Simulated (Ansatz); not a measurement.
Species: TaO (charge 0, doublet). The spin state was set by rule; other spins were not relaxed. 
Geometry from a B3LYP-D3(BJ)/def2-TZVP (Ansatz, a program for electronic structure) optimisation:
SMILES: [O]=[Ta]
```xyz
2

Ta     0.0000     0.0000    -0.1673
O      0.0000     0.0000     1.5262
```
Charge 0, spin multiplicity 2.

Property: atomisation energy (electronic, to ground-state atoms), in kcal/mol. Cores are frozen in the correlated levels unless marked. Open shells are spin-unrestricted. Spin-orbit coupling is left out. The frozen core is the preceding noble-gas configuration, with the filled d and f shells of earlier blocks. Past Kr the def2 sets carry scalar-relativistic core potentials. The coupled-cluster limit lacks core correlation, which all-electron functionals hold. Basis-set limits of correlation are two-point, X^-3; Hartree-Fock from the larger set.

```json
[
 {"level": "BLYP/def2-TZVPD", "program": "Ansatz", "atomisation energy (kcal/mol)": "193.3"},
 {"level": "r2SCAN-D3(BJ)/def2-TZVPD", "program": "Ansatz + dftd3", "atomisation energy (kcal/mol)": "187.3"},
 {"level": "r2SCAN-D4/def2-TZVPD", "program": "Ansatz + dftd4", "atomisation energy (kcal/mol)": "187.3"},
 {"level": "r2SCAN0-D4/def2-TZVPD", "program": "Ansatz + dftd4", "atomisation energy (kcal/mol)": "170.0"}
]
```

Problem. What does CCSD(T)/CBS(def2-TZVPPD,def2-QZVPPD) (Ansatz) give?

Solution. 185.3 kcal/mol, so r2SCAN0-D4/def2-TZVPD differs from it by -15.3 kcal/mol.
